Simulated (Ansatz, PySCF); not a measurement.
Reaction (SMILES): O=[SiH2] → O=[SiH2] as doublet, charge +1 + e-
Each molecule is optimised on its own at B3LYP-D3(BJ)/def2-TZVP (Ansatz, a first-principles code). A spin state is the lowest found, not a proven ground state.

Property: adiabatic ionisation energy (electronic energy difference), in eV. Cores are frozen in the correlated levels unless marked. Open shells are spin-unrestricted. No spin-orbit coupling. Non-relativistic. Basis-set limits of correlation are two-point, X^-3; Hartree-Fock from the larger set.

CCSD(T)/CBS(def2-TZVPPD,def2-QZVPPD) (Ansatz) gives 10.67 eV.

Question: Another calculation gave 8.64 eV. Which level was it?
(A) r2SCANh/def2-TZVPD (Ansatz)
(B) MN15/def2-TZVPD (PySCF)
(C) HF/def2-TZVPD (PySCF)
(D) BHLYP/def2-TZVPD (Ansatz)

Answer: C, HF/def2-TZVPD (PySCF). The others give 10.59 (MN15), 10.39 (r2SCANh), 10.12 (BHLYP) eV.
